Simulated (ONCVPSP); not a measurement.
## magnesium (Mg): excitation energies, all-electron against ONCV

ONCVPSP 4.0.1 input, shortened (lines: element, Z, core and valence counts, functional; n l f; lmax; l rc ep ncon nbas qcut; lloc lpopt rc5 dvloc0; l nproj debl; icmod fcfact rcfact), PBE, scalar-relativistic:

```
  Mg 12.00    1    3        4      upf
    1    0    2.00
    2    0    2.00
    2    1    6.00
    3    0    2.00
    2
    0    1.45    0.00    4    8    6.60
    1    0.75    0.00    4    7   18.60
    2    1.50    0.31    5    9    6.50
    4    3    0.75    3.00
    0    2    1.40
    1    2    3.80
    2    2    3.70
    3    3.50    1.25
```

Energies are relative to the spin-unpolarised reference configuration 2s2 2p6 3s2; without spin polarisation the order of configurations can differ from experiment.

```
valence configuration  charge  ΔE all-electron (eV)  error AE − PS (meV)
          2s2 2p6 3s1      +1                 7.960                 -0.3
        2s2 2p6 3s1.5    +0.5                 3.144                 -0.1
          2s1 2p6 3s2      +1                91.470                  -55
```

Task: What are ΔE and the potential's error for 2s2 2p6 3s0?

Result: ΔE = 22.985 eV all-electron; the error (AE − PS) is -1.4 meV.

Levels in the configuration 2s1 2p6 3s2:

```
level  all-electron (eV)  pseudo (eV)
   2s           -103.664     -103.783
   2p            -70.649      -70.736
   3s            -14.199      -14.210
```
